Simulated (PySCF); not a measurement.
**Electron correlation in Si⁻ (silicon, charge -1)**

[Ne] 3s2 3p3, high-spin 4S determinant. Calculation: PySCF 2.14, in aug-cc-pV(Q+d)Z (7s6p5d3f2g, 89 functions); the non-relativistic Hamiltonian (point nucleus). Frozen: [Ne]; 5 electrons correlated.

```csv
level,correlation energy (mhartree)
CCSD,-94.62
(T),-5.33
CCSD(T),-99.95
```

Diagnostics: T1 = 0.0078, D1 = 0.0164, largest double amplitude 0.048.

Cost of the coupled-cluster step: roughly 50 core-seconds, for 5 correlated electrons.

Iterations:

```
CC2 = 0
CCSD nocc = (np.int64(4), np.int64(1)), nmo = (84, 84)
frozen orbitals [[0, 1, 2, 3, 4], [0, 1, 2, 3, 4]]
max_cycle = 100
direct = 0
conv_tol = 1e-08
conv_tol_normt = 1e-06
diis_space = 8
diis_start_cycle = 0
Init t2, MP2 energy = -0.0807730350435636
Init E_corr(UCCSD) = -0.0807730350724976
cycle = 1  E_corr(UCCSD) = -0.0910038145789113  dE = -0.0102307795  norm(t1,t2) = 0.0480064
cycle = 2  E_corr(UCCSD) = -0.09348788488507  dE = -0.00248407031  norm(t1,t2) = 0.0151751
cycle = 3  E_corr(UCCSD) = -0.0946296921557703  dE = -0.00114180727  norm(t1,t2) = 0.00602493
cycle = 4  E_corr(UCCSD) = -0.0946301229618254  dE = -4.30806055e-07  norm(t1,t2) = 0.0014383
cycle = 5  E_corr(UCCSD) = -0.0946223864407992  dE = 7.73652103e-06  norm(t1,t2) = 0.000424052
cycle = 6  E_corr(UCCSD) = -0.0946248374976766  dE = -2.45105688e-06  norm(t1,t2) = 0.000163991
cycle = 7  E_corr(UCCSD) = -0.0946247943453167  dE = 4.31523599e-08  norm(t1,t2) = 3.80715e-05
cycle = 8  E_corr(UCCSD) = -0.0946249015960034  dE = -1.07250687e-07  norm(t1,t2) = 7.37252e-06
cycle = 9  E_corr(UCCSD) = -0.0946248906888022  dE = 1.09072012e-08  norm(t1,t2) = 2.61104e-06
cycle = 10  E_corr(UCCSD) = -0.0946248769855993  dE = 1.37032029e-08  norm(t1,t2) = 6.18018e-07
cycle = 11  E_corr(UCCSD) = -0.0946248769368011  dE = 4.87981461e-11  norm(t1,t2) = 2.65607e-07
UCCSD converged
E(UCCSD) = -288.9842790274444  E_corr = -0.09462487693680115
UCCSD(T) correction = -0.0053344878439947
```
